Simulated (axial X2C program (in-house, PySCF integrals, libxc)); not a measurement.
# Curves of TcF⁻ from open-shell CI on d6 s1 p(π)0

Computed with an axial X2C code built on PySCF integrals: two-component X2C with atomic mean-field Coulomb and Gaunt terms, basis Tc dyall-v3z, F dyall-av3z (cores contracted in-house). Orbitals come from Hartree–Fock averaged over the configuration Tc d6 s1 p(π)0; CI then distributes these electrons over the d, s, p(π) shells of Tc.

Scan along the bond; masses Tc 98.907 u, F 18.998 u. Energies in cm⁻¹ from the lowest point; levels are followed by energy order within each Ω. Lowest level at 2.097 Å: 100% d6 s1.

```json
{"R (Å)": "1.950", "(1)Ω=9/2": "1271", "(1)Ω=7/2": "1509", "(1)Ω=5/2": "1751", "(1)Ω=3/2": "1998", "(1)Ω=1/2": "2249", "(2)Ω=1/2": "2504", "(3)Ω=1/2": "2865", "(2)Ω=3/2": "2873", "(2)Ω=5/2": "2894"}
{"R (Å)": "2.024", "(1)Ω=9/2": "333", "(1)Ω=7/2": "571", "(1)Ω=5/2": "813", "(1)Ω=3/2": "1060", "(1)Ω=1/2": "1310", "(2)Ω=1/2": "1563", "(3)Ω=1/2": "2030", "(2)Ω=3/2": "2045", "(2)Ω=5/2": "2078"}
{"R (Å)": "2.097", "(1)Ω=9/2": "0", "(1)Ω=7/2": "238", "(1)Ω=5/2": "479", "(1)Ω=3/2": "725", "(1)Ω=1/2": "975", "(2)Ω=1/2": "1228", "(3)Ω=1/2": "1801", "(2)Ω=3/2": "1821", "(2)Ω=5/2": "1866"}
{"R (Å)": "2.181", "(1)Ω=9/2": "120", "(1)Ω=7/2": "356", "(1)Ω=5/2": "597", "(1)Ω=3/2": "842", "(1)Ω=1/2": "1091", "(2)Ω=1/2": "1345", "(3)Ω=1/2": "2024", "(2)Ω=3/2": "2049", "(2)Ω=5/2": "2108"}
{"R (Å)": "2.265", "(1)Ω=9/2": "593", "(1)Ω=7/2": "828", "(1)Ω=5/2": "1067", "(1)Ω=3/2": "1312", "(1)Ω=1/2": "1561", "(2)Ω=1/2": "1816", "(3)Ω=1/2": "2572", "(2)Ω=3/2": "2603", "(2)Ω=5/2": "2675"}
{"R (Å)": "2.359", "(1)Ω=9/2": "1374", "(1)Ω=7/2": "1607", "(1)Ω=5/2": "1845", "(1)Ω=3/2": "2088", "(1)Ω=1/2": "2338", "(2)Ω=1/2": "2595", "(3)Ω=1/2": "3401", "(2)Ω=3/2": "3436", "(2)Ω=5/2": "3522"}
{"R (Å)": "2.474", "(1)Ω=9/2": "2513", "(1)Ω=7/2": "2743", "(1)Ω=5/2": "2979", "(1)Ω=3/2": "3222", "(1)Ω=1/2": "3471", "(2)Ω=1/2": "3730", "(3)Ω=1/2": "4548", "(2)Ω=3/2": "4587", "(2)Ω=5/2": "4686"}
```

Fit the curves (1)Ω=9/2, (1)Ω=7/2, (1)Ω=5/2, (1)Ω=3/2, (1)Ω=1/2, (2)Ω=1/2, (3)Ω=1/2, (2)Ω=3/2, (2)Ω=5/2 near their minima.

From the open-shell CI curves, Te from the lowest:

```tsv
level	Te (cm⁻¹)	Re (Å)	ωe (cm⁻¹)
(1)Ω=9/2	0	2.116	384.3
(1)Ω=7/2	238	2.116	384.0
(1)Ω=5/2	479	2.116	383.7
(1)Ω=3/2	724	2.116	383.6
(1)Ω=1/2	974	2.116	383.7
(2)Ω=1/2	1228	2.116	384.0
(3)Ω=1/2	1814	2.097	396.2
(2)Ω=3/2	1834	2.096	397.0
(2)Ω=5/2	1879	2.094	399.3
```

Without dynamic correlation distances can be off by several hundredths of an Å (long for ionic bonds, short for multiple bonds) and the wavenumbers are rough.

The 9 lowest curves are shown; the next is (2)Ω=7/2, from 3480 cm⁻¹.

Dynamic correlation is missing, so gaps between terms are too wide and other configurations may lie lower; the lowest level listed is that of this model, not necessarily the ground state. For d shells the ligand-field splittings (σ, π, δ) and their order can be off by a thousand cm⁻¹ or more. At most 4 roots were kept for each Ω > 0 (twice that for Ω = 0) within 3.2 eV of the lowest, so higher up levels can be missing between those listed; levels with Ω > 0 are doubly degenerate and listed once, Ω = 0 levels singly. Some active spinors are only partly of the character that their shell is named for, so the shell names and counts are nominal. States that fill the shells left empty in the average are placed too high. For an anion, levels above electron detachment are held by the basis set.
